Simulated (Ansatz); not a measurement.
Species: sum formula BOCl, net charge 0, singlet state. 
Geometry from a B3LYP-D3(BJ)/def2-TZVP (Ansatz, an electronic-structure program) optimisation:
```
B
O 1 1.2048
Cl 1 1.6862 2 180.00
```
Charge 0, spin multiplicity 1.

Parts of the frozen-core correlation energy in STO-3G (Ansatz, hartree). Frozen orbitals: 7; correlated occupied orbitals by spin: 8 and 8; virtual: 4 and 4. No spin-orbit coupling. No relativistic terms.

```csv
term,value
reference (HF),-552.86630
MP2 opposite-spin,-0.09788
MP2 same-spin,-0.03299
CCSD correlation,-0.13510
(T),-0.00811
FCI minus CCSD(T),-0.00068
T1 diagnostic,0.019
largest doubles amplitude,0.074
```
